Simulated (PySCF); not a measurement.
A survey of 19F NMR shifts

[PySCF 2.14.0 with density-fitted response routines: geometry: GFN2-xTB; GIAO PBE0/pcSseg-1 shieldings; no solvent model; one computed conformer; one averaged value for each set of equivalent atoms; relativity neglected]

Shieldings were converted by a linear fit to measured shifts: 19F (scatter 6.0 ppm rms, 7.0 ppm with the 5 outliers that the fit left out vs CFCl3, solution or neat liquid, with a term for F on sp3 carbon). Occasional misses reach two or three times the rms, and more in compound classes unlike the fitted ones.

Match the shifts -83.4, -113.4, -139.4, -190.4, -199.2, -274.2 ppm to `C[SiH2]C1=C(Cl)C[SiH2][C@H]1F`, `CCS[SiH2]/C=C\F`, `FC[SiH2]c1ccccn1`, `C#CC#CC(=C)C(=C)F`, `C[C@H]([SiH3])C(=S)CF`, `O=CO[Si](O)(O)C(F)F`.

## Answers

-83.4: CCS[SiH2]/C=C\F (vinylic fluorine); -113.4: C#CC#CC(=C)C(=C)F (vinylic fluorine); -139.4: O=CO[Si](O)(O)C(F)F (fluorine of a CF2 group); -190.4: C[SiH2]C1=C(Cl)C[SiH2][C@H]1F (fluorine on an sp3 carbon); -199.2: C[C@H]([SiH3])C(=S)CF (fluorine on an sp3 carbon); -274.2: FC[SiH2]c1ccccn1 (fluorine on an sp3 carbon).
